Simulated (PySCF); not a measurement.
**Broadened absorption spectrum of C5H5F3Si**

Species: C5H5F3Si.
InChI=1S/C5H5F3Si/c1-2-9-4-3-5(6,7)8/h1,3-4H,9H2/b4-3+

Computed, not measured: TDDFT CAM-B3LYP/def2-SVPD, vertical, gas phase, core orbitals frozen in the response (PySCF). Geometry: GFN2-xTB, one conformer, isolated molecule. Torsions of this conformer, `[CH:1]#[C:2][SiH2:3]/[CH:4]=[CH:5]/[C:6]([F:7])([F:8])[F:9]`: C2–Si3–C4–C5 7°, C4–C5–C6–F7 125°.

Each state is given a Gaussian of 0.3 eV full width at half maximum, with ε(max) = 2.175×10⁸ f / Δν̃ (Δν̃ the width in cm⁻¹). The width is an assumption, not a result. The curve ends short of the highest state used, and states not computed would add to its high-energy end.

```
λ (nm)  ε (L mol⁻¹ cm⁻¹)
 172.8             35808
 173.6             32012
 174.5             26195
 175.3             20533
 176.1             15156
 177.0             10042
 177.8              6561
 178.6              4065
 179.4              2403
 180.3              1276
 181.1               720
 181.9               421
 182.7               272
 183.6               197
 184.4               172
 185.2               166
 186.0               172
 186.9               191
 187.7               219
 188.5               258
 189.4               312
 190.2               364
 191.0               415
 191.8               457
 192.7               487
 193.5               495
 194.3               482
 195.1               451
 196.0               400
 196.8               345
 197.6               287
 198.4               230
 199.3               173
 200.1               130
 200.9                96
 201.8                66
 202.6                47
 203.4                33
 204.2                23
 205.1                16
 205.9                11
 206.7                 8
 207.5                 6
 208.4                 4
 209.2                 3
 210.0                 2
 210.8                 1
 211.7                 1
 212.5                 1
 213.3                 0
 214.1                 0
 215.0                 0
 215.8                 0
 216.6                 0
 217.5                 0
 218.3                 0
```

**Question.** Where are the band maxima, and which computed states make them?

**Answer.** 193 nm (6.41 eV), ε about 490, made up of S2 (77%) and S3 (22%) (ε in L mol⁻¹ cm⁻¹; maxima over ε = 5, shares over 10%). At its high-energy end, 7.17 eV, the curve is still rising (ε about 35000, from S5). The states used: S1 6.13 eV (f 0.0001); S2 6.40 eV (f 0.0042); S3 6.42 eV (f 0.0012); S4 6.74 eV (f 0.0014); S5 7.21 eV (f 0.400); S6 7.40 eV (f 0.057); S7 7.64 eV (f 0.0030); S8 7.77 eV (f 0.0014).

**Question.** Coming from long wavelengths, where does ε first pass 100 L mol⁻¹ cm⁻¹?

**Answer.** At about 201 nm (6.18 eV), 0.05 eV above S1.

**Question.** What would ε be at 6.41 eV, the highest of these maxima, with half the width (0.15 eV)?

**Answer.** About 975 L mol⁻¹ cm⁻¹ against 495, a factor of about 1.97; a lone state at its own centre would give exactly 2.

**Question.** On this curve, what absorbance would a 10⁻³ mol/L sample give at 193 nm over a 1 cm path?

**Answer.** 193 nm is 6.424 eV, where ε is about 490 L mol⁻¹ cm⁻¹, so A = ε c l ≈ 0.49 (Beer–Lambert, with the gas-phase spectrum and the assumed width).
